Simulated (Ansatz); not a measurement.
Process, species as SMILES: FSF → 2 F atom + S atom
B3LYP-D3(BJ)/def2-TZVP geometries, fixed; electronic energies without zero-point terms.

Basis-set convergence of the atomisation energy at PBE0 with Ansatz (a quantum-chemistry and plane-wave program). Cartesian d functions, on some or all atoms, in 6-31G**, 6-311+G**; all else is spherical. The program fits the integrals of some runs and decomposes those of others, by size. Open shells are unrestricted. No added dispersion term, no relativity. Functions are those of the species that has most. Reference: the value in aug-cc-pV(5+d)Z, 174.57 kcal/mol, itself unsure by roughly 0.19 kcal/mol (its mean distance from pcseg-4, aug-pcseg-3, aug-cc-pV(Q+d)Z). Deviations are taken from unrounded values.

| basis | functions | atomisation energy (kcal/mol) | minus reference (kcal/mol) |
|---|---|---|---|
| 6-31G** | 49 | 163.62 | -10.94 |
| 6-311+G** | 75 | 152.72 | -21.84 |
| 6-311++G(2d,2p) | 89 | 163.35 | -11.22 |
| jun-cc-pV(T+d)Z | 126 | 172.62 | -1.94 |
| cc-pV(Q+d)Z | 174 | 174.39 | -0.18 |
| pcseg-3 | 184 | 174.65 | 0.08 |
| aug-cc-pV(Q+d)Z | 249 | 174.37 | -0.19 |
| cc-pV(5+d)Z | 282 | 174.48 | -0.09 |
| aug-cc-pV(5+d)Z | 390 | 174.57 | 0.00 |

The smallest set listed that lies within 4 kcal/mol of the reference with all its larger relatives (same family, alike in diffuse functions; a set with none counts only in the reference's own line) is jun-cc-pV(T+d)Z (126 functions, -1.94 kcal/mol off). (Relatives not listed, tested too: aug-cc-pV(T+d)Z -1.31, pcseg-4 0.19 kcal/mol.)
